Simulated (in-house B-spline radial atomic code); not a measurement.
Inner-shell binding energies (edges) and X-ray emission energies of free atoms and ions, as differences of relaxed hole-state energies with first-order Breit, QED and recoil terms, without correlation or multiplet splittings, in NIST's listed ground configurations. For neutral atoms such line energies lie within some 1 to 5 eV of tabulated X-ray lines (up to 20 eV for the heaviest). K = 1s, L1 = 2s. A dash marks a subshell that is part filled or wasn't run, or a line left out. Computed with a B-spline radial code for spherical atoms: Dirac-Hartree-Fock, average of the configuration, finite nuclei.

```csv
ion,configuration,K edge (eV),L1 edge (eV)
N,[He] 2s2 2p3,411.89,24.426
O+,[He] 2s2 2p3,568.13,47.895
F2+,[He] 2s2 2p3,751.98,78.401
Ne3+,[He] 2s2 2p3,963.32,115.85
Mg5+,[He] 2s2 2p3,?,?
Al6+,[He] 2s2 2p3,?,?
Si7+,[He] 2s2 2p3,2083.4,334.69
```

(1) Fill in the row of Mg5+.

(2) Fill in the row of Al6+.

## Answers

(1) K edge (eV): 1468.39; L1 edge (eV): 211.48.

(2) K edge (eV): 1762.14; L1 edge (eV): 269.63.
